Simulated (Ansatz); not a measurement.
Reaction (formal exchange of groups at a B–C bond): `N=CBCCF` + CH₄ → `CBCCF` + `C=N`

Computed with Ansatz on PBE0-D4/def2-TZVP structures; ΔE is electronic, products minus reactants. CCSD(T)/CBS is the MP2 limit (def2-TZVPP, def2-QZVPP) plus CCSD(T) − MP2 in def2-TZVPP, frozen cores. This one scheme is used for every species. DFT in def2-TZVPP. B3LYP here is the variant with VWN-RPA as its local correlation; programs differ in this. One conformer a species, not always the lowest.

`N=CBCCF`:

Cartesian coordinates in Å:
```
N -0.818 2.283 -1.475
C -0.613 1.095 -1.053
B 0.627 0.710 -0.177
C 0.709 -0.534 0.760
C -0.397 -1.555 0.657
F -0.453 -2.051 -0.639
H -0.022 2.879 -1.226
H -1.401 0.371 -1.285
H 1.543 1.488 -0.185
H 0.749 -0.144 1.789
H 1.687 -1.018 0.630
H -0.239 -2.409 1.322
H -1.374 -1.115 0.881
```

CH₄:

```xyz
5

C     0.000    0.000    0.000
H     0.634   -0.681    0.567
H    -0.497   -0.548   -0.800
H     0.611    0.794   -0.429
H    -0.749    0.435    0.662
```

`CBCCF`:

```xyz
13

C     0.792    0.160    1.574
B     0.675    0.857    0.186
C    -0.194    0.357   -1.013
C    -1.024   -0.879   -0.805
F    -1.730   -1.200   -1.957
H     1.774   -0.340    1.578
H     0.043   -0.600    1.803
H     0.846    0.878    2.397
H     1.335    1.843   -0.007
H     0.479    0.217   -1.872
H    -0.838    1.193   -1.321
H    -0.402   -1.745   -0.558
H    -1.758   -0.741   -0.006
```

`C=N`:

Cartesian coordinates in Å:
```
C -0.123 -0.252 0.271
N -0.215 0.820 -0.385
H 0.668 -1.000 0.143
H -0.878 -0.473 1.028
H 0.549 0.904 -1.057
```

```
             level  ΔE (kJ/mol)  difference from CCSD(T)/CBS
            PBE-D4          4.9                         -0.1
           ωB97X-V          3.5                         -1.5
           ωB97M-V          3.5                         -1.5
            r2SCAN          3.6                         -1.4
             B3LYP          3.9                         -1.1
     HF/def2-TZVPP          1.5                         -3.5
SCS-MP2/def2-TZVPP          6.2                          1.2
CCSD(T)/def2-TZVPP          6.3                          1.3
SCS-MP2/def2-QZVPP          5.2                          0.2
     MP2/CBS(def2)          4.7                         -0.3
       CCSD(T)/CBS          5.0                            0
```

Largest T1 diagnostic among the species: 0.012.

In def2-TZVPP, CCSD(T) changes the Hartree–Fock value by +4.8 kJ/mol (the triples alone add +2.1 kJ/mol) and MP2 by +4.4 kJ/mol.
